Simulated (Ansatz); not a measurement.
CH₄GeS₂ (`C[S][Ge][SH]`) at its PBE0-D4/def2-TZVP geometry, where that method's forces vanish. Total charge 0; spin multiplicity 1.

```xyz
8

C    -1.5747   -0.3774    0.0487
S     0.2163   -0.6398   -0.0687
Ge    0.9681    1.4396    0.0794
S     3.1525    0.9531   -0.0797
H    -1.9581   -0.9199    0.9120
H    -1.8100    0.6824    0.1599
H    -2.0500   -0.7548   -0.8559
H     3.0559   -0.3834   -0.1956
```

Q: What forces (eV/Å) does ωB97M-V/def2-TZVPP give on these atoms in Ansatz 0.2.0? (An estimate is asked.)

A: The calculation gave: 
```
C1  -0.161  0.020  0.010
S2   0.158  0.016 -0.007
Ge3  0.012 -0.051 -0.005
S4  -0.049 -0.095 -0.006
H5   0.017  0.059 -0.084
H6   0.000 -0.092 -0.009
H7   0.026  0.043  0.091
H8  -0.003  0.102  0.009
```
